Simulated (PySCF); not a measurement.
Electron correlation in Pb⁵²⁺ (lead, charge +52)

Starting occupation: [Ar] 3d10 4s2. Computed with PySCF 2.14 in an uncontracted even-tempered set (16 s from 8 bohr⁻², ratio 2.8; 13 p from 10 bohr⁻², ratio 2.8; 8 d from 18 bohr⁻², ratio 2.8; 4 f from 42 bohr⁻², ratio 3), with X2C-1e with screened-nucleus spin-orbit coupling, Gaussian nucleus. Frozen: [Ne]; 20 electrons correlated; the 72 highest virtual spinors left out.

MP2 pair energies summed by pair of shells (mhartree):

```tsv
pair	energy	share (%)
3d3/2-3d5/2	-188.18	22.2
3d5/2-3d5/2	-132.80	15.7
3d5/2-3p3/2	-66.89	7.9
4s1/2-4s1/2	-59.66	7.0
3d3/2-3d3/2	-57.39	6.8
3d5/2-4s1/2	-53.37	6.3
3d3/2-3p3/2	-45.54	5.4
3d3/2-4s1/2	-34.42	4.1
3d5/2-3p1/2	-32.64	3.9
3p1/2-3p3/2	-26.98	3.2
3p3/2-3p3/2	-25.99	3.1
3d5/2-3s1/2	-23.84	2.8
3d3/2-3p1/2	-21.54	2.5
3p3/2-4s1/2	-19.45	2.3
3d3/2-3s1/2	-16.29	1.9
3p3/2-3s1/2	-12.86	1.5
3p1/2-4s1/2	-7.41	0.9
3p1/2-3s1/2	-7.08	0.8
3p1/2-3p1/2	-6.54	0.8
3s1/2-3s1/2	-3.82	0.5
3s1/2-4s1/2	-3.76	0.4
```

Total MP2 correlation energy: -846.46 mhartree.

MP2 falls well short for the outer s pair, which is nearly degenerate with np².

At this charge the one-electron X2C treatment keeps the bare 1/r₁₂, with no two-electron picture change or Breit term. The effect here is smaller than on the frozen 1s shell.
